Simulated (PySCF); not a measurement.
A run for PySCF: R-M06-2X/6-31G* on CH3ClSi (SMILES C[Si]Cl), a point of a torsion scan.

```python
from pyscf import gto, scf, dft, mp
from pyscf.data.elements import chemcore

mol = gto.M(
    atom='''
    C    -0.60416301    0.00258339   -0.00033663
    Si    0.97410312    1.08596669   -0.11775016
    Cl    2.37470771   -0.29953859    0.57826809
    H    -0.77975339   -0.32493213    1.02473414
    H    -1.49074892    0.53957285   -0.33091050
    H    -0.51227355   -0.89327576   -0.61503669
    ''',
    basis='6-31g*',
    cart=True,
    charge=0, spin=0, verbose=3, max_memory=1800)
mf = dft.RKS(mol, xc='m062x')
mf.conv_tol = 1e-8
mf.max_cycle = 100
mf.kernel()
if not mf.converged:
    mf = mf.newton().run(mf.mo_coeff, mf.mo_occ)
```

**Question.** What total energy does the run end on?

**Answer.** -789.5117 hartree.
